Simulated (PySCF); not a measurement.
Fluorine: a sound run and one with changed settings

Sound run: F⁺ [He] 2s2 2p4, F²⁺ [He] 2s2 2p3. Calculation: PySCF 2.14, in x2c-TZVPall; scalar relativity by spin-free X2C-1e. In the sound run the correlated levels freeze 1s2. The sound run starts from symmetry-adapted Hartree-Fock orbitals and uses a fine grid where one is needed.

Changed run: basis STO-3G, all-electron and non-relativistic. This setting is unsound on purpose.

| species | method | sound run (hartree) | changed run (hartree) | converged |
| --- | --- | --- | --- | --- |
| F⁺ | UHF | -98.92406 | -97.52349 | yes |
| F⁺ | LDA | -98.53552 | -97.07786 | yes |
| F⁺ | PBE0 | -99.12479 | -97.69005 | yes |
| F⁺ | MP2 | -99.06494 | -97.52349 | yes |
| F²⁺ | UHF | -97.69681 | -96.22428 | yes |
| F²⁺ | LDA | -97.24030 | -95.73133 | yes |
| F²⁺ | PBE0 | -97.82962 | -96.33072 | yes |
| F²⁺ | MP2 | -97.79395 | -96.22428 | yes |

Ionisation energy of F⁺:

| method | sound run (eV) | changed run (eV) |
| --- | --- | --- |
| UHF | 33.395 | 35.353 |
| LDA | 35.245 | 36.641 |
| PBE0 | 35.243 | 36.989 |
| MP2 | 34.586 | 35.353 |
| SCS-MP2 | 34.679 | 35.353 |

A minimal basis cannot let orbitals breathe on ionisation and holds almost no correlation. The Hamiltonian changed with the basis, so the totals do not compare.

For comparison, NIST gives 34.971 eV between the lowest levels.
